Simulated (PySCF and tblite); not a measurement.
Results of a calculation; reference values are marked as such.
## Conformer ensemble of C₇H₇BrO, numbered as in [CH3:1][O:2]/[CH:3]=[CH:4]\[C:5]#[C:6]/[CH:7]=[CH:8]/[Br:9]

Free energies: PBE0-D3(BJ)/pcSseg-1 on GFN2-xTB structures plus GFN2-xTB thermal terms, symmetry and mirror images included. Conformers within 2.5 kcal/mol (GFN2-xTB free energy) were kept, 2 at most. GIAO shieldings: PBE0/pcSseg-1. Couplings: B3LYP/6-31G* with pcJ-1 on H (gas phase; spin-dipole term only for pairs with B, N, F, Si or P). Couplings are for ¹H. H–H couplings come out 0.1 to 0.9 Hz lower than with pcJ-1 on all atoms. Shifts are against TMS (¹H), TMS (¹³C) at the same level. Programs: PySCF with density fitting and tblite.

Torsions listed: C1–O2–C3–C4.

```tsv
conformer	shape	symmetry	E(GFN2) kcal/mol	E(DFT) kcal/mol	G(298.15 K) kcal/mol	weight %	dipole D
1	179°	Cs	1.80	0.53	0.00	63.2	4.26
2	0°	Cs	0.00	0.00	0.32	36.8	1.51
```

Weights (%) against temperature:

```
 T (K)     1     2  S(mix) cal/mol/K
   250  62.4  37.6              1.32
298.15  63.2  36.8              1.31
   350  63.7  36.3              1.30
```

Averaged shifts at 298.15 K. ¹H: 6.56 (H8, 1H), 6.43 (H7, 1H), 6.40 (H3, 1H), 4.98 (H4, 1H), 4.08 (H1, 3H) ppm. ¹³C: 165.0 (C3), 140.1 (C8), 126.8 (C7), 100.6 (C5), 97.2 (C6), 90.0 (C4), 60.4 (C1) ppm.

Averaged couplings (Hz): ²J(H1,H1) -11.7, ³J(H3,H4) 8.4, ³J(H7,H8) 14.0.

Coordinates of conformer 1 (Å):

```xyz
16

C    -2.168   -1.981   -1.156
O    -1.329   -1.063   -0.498
C    -1.781   -0.585    0.681
C    -1.083    0.285    1.427
C     0.176    0.780    1.068
C     1.266    1.216    0.771
C     2.526    1.729    0.448
C     3.165    1.391   -0.673
Br    4.869    2.078   -1.113
H    -2.312   -2.888   -0.558
H    -1.669   -2.240   -2.087
H    -3.146   -1.540   -1.379
H    -2.754   -0.936    1.010
H    -1.502    0.633    2.359
H     2.968    2.421    1.154
H     2.766    0.708   -1.406
```

Spin–orbit effects of the heavy atoms on shieldings are missing. At a carbon that bears Br the missing effect is some 10 ppm, beside I tens of ppm. Shifts are unscaled: against experiment ¹³C can be off by 15 ppm or more and ¹H by 0.8 ppm.

Search and properties took 2.2 min on 1 thread of AMD EPYC 7B13, on a host shared with other jobs (rough), launched as `OMP_NUM_THREADS=1 python ens_run.py task.json out`.
